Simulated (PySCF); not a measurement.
The group X on SiH2Cl-X is varied. Isolated molecules, 0 K electronic values unless said otherwise. One relaxed conformer stands for each flexible species; it need not be the lowest. Strings in code marks are SMILES. In the def2 sets, heavy atoms carry core potentials. All members: neutral, multiplicity 1. Level: B3LYP-D3(BJ)/def2-TZVP // PBE0-D4/def2-TZVP (PySCF). B3LYP has the VWN-RPA correlation part, as in Gaussian. Delta-SCF ions had no search for a lower state.  The removal energy is E(N − 1 electrons) − E(N electrons) at the parent's geometry; ε(HOMO) is measured against the vacuum level.

```json
[
 {"species": "`C[S@@](=O)[SiH2]Cl` (O–S–Si–Cl torsion 174°)", "−ε(HOMO) (eV)": "6.57", "vertical ionisation energy (Delta-SCF) (eV)": "8.81"},
 {"species": "`O=C[SiH2]Cl` (O–C–Si–Cl torsion 180°)", "−ε(HOMO) (eV)": "7.21", "vertical ionisation energy (Delta-SCF) (eV)": "withheld"},
 {"species": "`S[SiH2]Cl` (H–S–Si–Cl torsion 70°)", "−ε(HOMO) (eV)": "7.66", "vertical ionisation energy (Delta-SCF) (eV)": "10.16"},
 {"species": "`N[SiH2]Cl` (H–N–Si–Cl torsion 73°)", "−ε(HOMO) (eV)": "7.78", "vertical ionisation energy (Delta-SCF) (eV)": "10.33"},
 {"species": "`B[SiH2]Cl` (H–B–Si–Cl torsion 87°)", "−ε(HOMO) (eV)": "8.07", "vertical ionisation energy (Delta-SCF) (eV)": "10.42"},
 {"species": "`[SiH3]Cl`", "−ε(HOMO) (eV)": "8.77", "vertical ionisation energy (Delta-SCF) (eV)": "11.43"}
]
```

Problem. Fit vertical ionisation energy (Delta-SCF) = a + b·x to the 5 complete rows by least squares, with x = −ε(HOMO) in eV. Give a, b and the rms residual, and predict the withheld value.

Solution. Means of the 5 rows: x̄ = 7.77, ȳ = 10.23 eV. Σ(x − x̄)² = 2.5422 and Σ(x − x̄)(y − ȳ) = 2.9697, so b = 1.168 and a = ȳ − b·x̄ = 1.155 eV. The rms residual is 0.088 eV. At x = 7.21 the line gives 9.58 eV. The run for `O=C[SiH2]Cl` (O–C–Si–Cl torsion 180°) gave 9.74 eV, so the line is off by 0.16 eV, within twice the rms residual.

Codes: PySCF.
